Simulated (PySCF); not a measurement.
**Working out the ionisation energy of N⁺**

N⁺ [He] 2s2 2p2 (3P) → N²⁺ [He] 2s2 2p1 (2P). All numbers are calculated (PySCF 2.14, the non-relativistic Hamiltonian (point nucleus), in aug-cc-pVQZ with one added diffuse shell each of s, p, d, f, g type (7s6p5d4f3g, 105 functions)). Frozen: 1s2. Energies in hartree (1 hartree = 27.21139 eV):

| part | N⁺ (lower) | N²⁺ (upper) |
| --- | --- | --- |
| UHF | -53.893237 | -52.819948 |
| MP2 opposite-spin | -0.064015 | -0.057069 |
| MP2 same-spin | -0.013992 | -0.004035 |

**Question.** What does Hartree-Fock give?

**Answer.** (-52.819948) − (-53.893237) = 1.073289 hartree = 29.206 eV.

**Question.** What do MP2 and SCS-MP2 (6/5 opposite-spin, 1/3 same-spin) give?

**Answer.** The opposite-spin parts differ by 0.189 eV and the same-spin parts by 0.271 eV. MP2: 29.206 + (0.189) + (0.271) = 29.666 eV. SCS-MP2: 29.206 + 1.2 × (0.189) + (0.271)/3 = 29.523 eV.

A first-order spin-orbit estimate adds -0.003 eV to MP2 (valence), giving 29.663 eV against 29.601 eV (semi-empirical (NIST evaluation); NIST Atomic Spectra Database, ionization energies).

What remains against the reference includes basis incompleteness, the frozen core and correlation beyond second order.
